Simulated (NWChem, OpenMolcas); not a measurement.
**GeH3Br (SMILES [GeH3][Br]): methods side by side**

The species is GeH3Br (5 atoms), meant as a singlet with charge 0. SMILES: `[GeH3][Br]`. Geometry: relaxed at PBE0-D4/def2-TZVP.

Quantity: the dipole moment, in D. The values are calculated.

```tsv
level	kind	program	value (D)	CPU time
HF/aug-cc-pVDZ	Hartree–Fock	OpenMolcas	2.19	14 s
SVWN5/aug-cc-pVDZ	LDA	OpenMolcas	1.91	24 s
TPSS/aug-cc-pVDZ	meta-GGA	OpenMolcas	1.86	42 s
r2SCAN/aug-cc-pVDZ	meta-GGA	NWChem	1.94	2.8 min
B3LYP/aug-cc-pVDZ	global hybrid	OpenMolcas	1.93	31 s
BHLYP/aug-cc-pVDZ	global hybrid	OpenMolcas	2.05	29 s
M06-2X/aug-cc-pVDZ	hybrid meta-GGA	NWChem	2.06	2.8 min
PBE0/aug-cc-pVDZ	global hybrid	NWChem	1.96	2.8 min
```

All-electron rows without a relativistic Hamiltonian named are non-relativistic. The values span 1.86 to 2.19 D. Magnitudes only. Times are those of the runs behind each value, whatever else they computed, on shared processors of several kinds: orders of magnitude only.
